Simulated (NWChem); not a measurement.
Species: pentafluorosilicate (SiF$_{5}$ anion); SMILES F[Si-](F)(F)(F)F

Results from NWChem. The geometry was optimised at B3LYP/def2-SVPD. Not confirmed as a minimum by frequencies.

Question: What does the run give for B3LYP/aug-cc-pVDZ? Quantities: highest occupied level (eV); orbital gap (eV).

Answer: The highest occupied level (eV) is -4.62 and the orbital gap (eV) is 8.41.
